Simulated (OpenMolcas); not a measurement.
## W: terms and fine structure

* Program: OpenMolcas 26.06
* Method: SS-RASPT2, IPEA 0.25 Eh, imaginary shift 0.1 Eh (closed shells correlated: 5s 5p)
* Basis: ANO-RCC-VTZP [8s7p5d3f2g1h]
* Scalar Hamiltonian: DKH2, point nucleus
* Active space: 6 electrons in 9 orbitals (RAS2 5d 6s; RAS3 6p, at most 2 electrons)
* State averaging: 2S+1 = 5 even, 30 roots; 2S+1 = 7 even, 1 root kept (CI in the orbitals of an earlier block); 2S+1 = 3 even, 83 roots kept (CI in the orbitals of an earlier block, 72 in the spin-orbit step); 2S+1 = 1 even, 44 roots kept (CI in the orbitals of an earlier block); 2S+1 = 5 odd, 48 roots; 2S+1 = 7 odd, 15 roots kept (CI in the orbitals of an earlier block); 2S+1 = 3 odd, 8 roots kept (CI in the orbitals of an earlier block); 2S+1 = 1 odd, 1 root kept (CI in the orbitals of an earlier block, 0 in the spin-orbit step)
* Spin-orbit coupling: RASSI with atomic mean-field integrals over the reference wave functions, term energies averaged over their components

With spin-orbit coupling, above the lowest level:

```
Configuration   Term  J  E (cm-1)  Measured (cm-1)      g  Term weight %         Second
      5d4 6s2     5D  0       0.0              0.0                    80          17 3P
       5d5 6s     7S  3      1040             2951  1.985             95           5 5P
      5d4 6s2     5D  1      1411             1670  1.500             91           8 3P
      5d4 6s2     5D  2      2980             3326  1.492             96               
      5d4 6s2     5D  3      4440             4830  1.486             95           3 3F
      5d4 6s2     5D  4      5800             6219  1.473             90           9 3F
      5d4 6s2     3P  0     10350             9258                    58          24 1S
      5d4 6s2     3H  4     13510                   0.981             44          21 3G
      5d4 6s2     3P  1     14310            13307  1.326             77          17 3D
      5d4 6s2     3G  3     14810                   0.960             52          21 3F
      5d4 6s2     3D  2     14940                   1.207             43          18 3F
      5d4 6s2     3H  5     16290                   1.096             63          37 3G
      5d4 6s2     3F  2     16320                   0.920             68          11 3P
      5d4 6s2     3D  3     16540                   1.246             53          15 3F
      5d4 6s2     3G  4     17810                   1.012             40          33 3H
      5d4 6s2     3H  6     18170                   1.144             84          15 1I
      5d4 6s2     3F  4     18370                   1.111             37          26 3G
       5d5 6s     5S  2     18570                   1.645             61  18 5d4 6s2 3D
      5d4 6s2     3F  3     18910                   1.013             57          28 3G
      5d4 6s2     3D  1     19230                   0.764             74          14 3P
       5d5 6s     5G  2     19440                   0.993             42  21 5d4 6s2 3P
       5d5 6s     5G  4     20230                   1.175             82           5 5F
       5d5 6s     5G  3     20260                   0.982             78   8 5d4 6s2 3D
    5d4 6s 6p    7F*  0     20280                                     90       7 5D*(1)
       5d5 6s     5G  2     20310                   1.082             37          19 5P
      5d4 6s2     3G  5     20770                   1.185             36   35 5d5 6s 5G
    5d4 6s 6p    7F*  1     20820                   1.494             90       6 5D*(1)
       5d5 6s     5G  5     20830                   1.226             62  26 5d4 6s2 3G
       5d5 6s     5P  3     20890                   1.511             43          28 5D
       5d5 6s     5G  6     21160                   1.331             99               
      5d4 6s2     1S  0     21500                                     73          25 3P
       5d5 6s     5P  1     21500                   2.111             67          26 5D
    5d4 6s 6p    7F*  2     21880                   1.493             92       4 5D*(1)
      5d4 6s2     3P  2     21990                   1.510             32   17 5d5 6s 5P
    5d4 6s 6p    5P*  1     23130                   2.727             52         47 7D*
    5d4 6s 6p    7F*  3     23360                   1.494             92       3 5F*(1)
       5d5 6s     5D  4     23540                   1.440             78          10 5G
       5d5 6s     5D  0     24080                                     98           2 3P
      5d4 6s2  1G(1)  4     24470                   1.057             50          16 3F
    5d4 6s 6p    7D*  2     24860                   1.959             47         39 5P*
```

Against the 7 measured excited levels shown (NIST Handbook of Basic Atomic Spectroscopic Data) the mean absolute deviation is 780 cm-1; the largest miss in energy is 5d5 6s 7S3: computed 1040, measured 2951 cm-1 (-64.8 %).

Spin-orbit coupling puts the lowest level 2044 cm-1 below the lowest spin-free term.

For 5D the intervals divided by the larger J are 1411.4, 782.4, 488.6, 339.8 cm-1. Landé's interval rule makes them equal in pure LS coupling; they differ by 142 % of their mean. The multiplet is regular.

Term energies are means over components that CASPT2 splits; among the terms shown or strongly mixed into the levels shown the widest spread is 340 cm-1 (5d4 6s2 3H). Some high roots are left out of the spin-orbit mixing, which shifts the levels that they would mix with. Terms from blocks run as CI alone lack orbitals of their own. Configurations are named by rounded mean occupations; where the s occupation lies near a half they are strongly mixed, a name can repeat and a true partner stay unpaired. A single d shell beside an s shell can misplace configurations of different d count against each other. The CASPT2 spread within a term exceeds the gap to the next term for 5d4 6s2 3H and 5d4 6s2 3G, 5d5 6s 5G and 5d4 6s2 1G(1), so the order of their levels is uncertain, and so are names and mixing where such terms share a J. The lowest spin-free term belongs to 5d5 6s, not to the configuration of the lowest level. No level of 5d5 6p was computed, though it lies in the active space. Computed and measured levels are paired by configuration, term and J; levels that our copy of the source lacks, or whose pairing is in doubt (as where it misses far off the trend of its configuration), stay unpaired and out of the deviations. Only configurations of the active space appear. The first state left out of the spin-orbit step lies near 38000 cm-1 above the lowest spin-free state of the reference (among the parities and spins computed), and the list stops at four fifths of that energy or lower. The table shows the lowest 40 of 54 levels.

The term weight is that of the spin-free term in the level, not the purity of its configuration. A number in round brackets counts repeated terms of one configuration in the order of the reference energies. * marks odd parity.
